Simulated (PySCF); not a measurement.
Simulated outer-valence photoelectron spectrum of `C[S][GeH2][NH2]`. Theory: EOM-IP-CCSD/aug-cc-pVDZ in PySCF, restricted Hartree–Fock reference, frozen core, non-relativistic, gas phase, PBE0-D3(BJ)/def2-SVP geometry.

Each root has a Gaussian of 0.8 eV full width with its one-hole share as area; cross sections and vibrations are left out, and the highest printed point is 100.

```csv
ionisation energy (eV),intensity
7.6,0
7.8,1
8.0,4
8.2,12
8.4,27
8.6,44
8.8,52
9.0,48
9.2,42
9.4,45
9.6,53
9.8,53
10.0,47
10.2,46
10.4,52
10.6,52
10.8,39
11.0,22
11.2,12
11.4,15
11.6,29
11.8,48
12.0,61
12.2,66
12.4,66
12.6,61
12.8,49
13.0,39
13.2,40
13.4,49
13.6,51
13.8,43
14.0,39
14.2,53
14.4,82
14.6,100
14.8,88
15.0,56
15.2,25
15.4,8
15.6,2
15.8,0
```

Q: Where are the maxima, and how many lines lie under the curve?

A: 6 maxima, at 8.8, 9.7, 10.5, 12.3, 13.5 and 14.6 eV, from 8 lines. At this width some lines have no maximum of their own.

Q: List the lines with their holes.

A: 
```
E (eV)  leading hole (HF orbital)  area  Koopmans (eV)
  8.79                       HOMO  0.95           9.49
  9.69                     HOMO-1  0.94          10.81
 10.55                     HOMO-2  0.95          11.38
 11.97                     HOMO-3  0.95          12.82
 12.59                     HOMO-4  0.94          13.43
 13.54                     HOMO-5  0.94          14.72
 14.59                     HOMO-6  0.94          15.81
 14.67                     HOMO-7  0.94          15.90
```

The widest gap, 1.42 eV, lies between 10.55 and 11.97 eV. Only orbitals with −ε under 21 eV, eight at most, were ionised, so the high end of the curve may lack lines.

The run took 7.6 min wall on an Arm Neoverse V2 with one thread, on a shared host.

Shape of the structure used: `[CH3:1][S:2][GeH2:3][NH2:4]`: C1–S2–Ge3–N4 -55°, H–N4–Ge3–S2 162°, H–N4–Ge3–S2 -68°.

One conformer stands for the species.
